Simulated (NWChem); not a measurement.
Species: HfH₃I; SMILES [HfH3][I]

```xyz
5

Hf     0.0000     0.0000    -1.0038
I      0.0000     0.0000     1.6959
H     -1.0095     1.3894    -1.6531
H      1.7080     0.1795    -1.6531
H     -0.6985    -1.5689    -1.6531
```
Atoms are numbered in this order, from 1.

Structure relaxed at the PBE0/def2-SVP level. Not confirmed as a minimum by frequencies. def2 effective core potentials on I, Hf; no spin-orbit coupling.

Problem. List the 4 lowest vertical singlet excitations from PBE0/def2-SVPD with def2 effective core potentials on I, Hf, TDA (NWChem).

Solution. 
```json
[
 {"state": "S1", "energy (eV)": "4.31", "oscillator strength": "0.000", "leading excitation (squared amplitude)": "HOMO−3 → LUMO (0.27)"},
 {"state": "S2", "energy (eV)": "4.42", "oscillator strength": "0.002", "leading excitation (squared amplitude)": "HOMO−2 → LUMO+1 (0.28)"},
 {"state": "S3", "energy (eV)": "4.42", "oscillator strength": "0.002", "leading excitation (squared amplitude)": "HOMO−3 → LUMO+1 (0.28)"},
 {"state": "S4", "energy (eV)": "4.64", "oscillator strength": "0.002", "leading excitation (squared amplitude)": "HOMO−2 → LUMO (0.27)"}
]
```
